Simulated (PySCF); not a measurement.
Dipole response of Pt⁻ (platinum, charge -1)

[Xe] 4f14 5d9 6s2, 2D determinant. Computed with PySCF 2.14 in aug-cc-pVTZ-PP with one added diffuse shell each of s, p, d, f, g type with ECP60MDF (7s7p6d4f3g, 113 functions), with a scalar-relativistic core potential. Coupled (time-dependent) response in atomic units; α is the mean over directions.

```csv
method,mean α (bohr³),"α xx, yy, zz",C₆ (like pair),S(−4)
UHF,273.8,"281.0, 281.0, 259.3",4061,122800
```

S(−4) is the Cauchy moment in α(ω) = α(0) + S(−4) ω² + …

Spin-orbit coupling is absent.

α(iu) at UHF:

```tsv
u (hartree)	α(iu) (bohr³)
0	273.8
0.0500	166.5
0.100	99.65
0.200	48.31
0.300	30.11
0.500	16.49
0.750	10.24
1.00	7.239
1.50	4.314
2.00	2.899
3.00	1.573
5.00	0.6676
```

A single London oscillator, α(iu) = α/(1 + u²/ω²), gives C₆ = (3/4) ω α². Matching the computed C₆ needs ω = 4 × 4061 / (3 × 273.8²) = 0.0722 hartree.

For an ion, C₆ is the dispersion term alone; charge-induced terms of lower order in 1/R come first.

The components differ because the open shell of this determinant is not spherical; for a pure term their mean is the scalar polarisability.

Energies and moments cover only the electrons outside the core potential. Spin-orbit coupling, absent here, splits the open shell strongly.
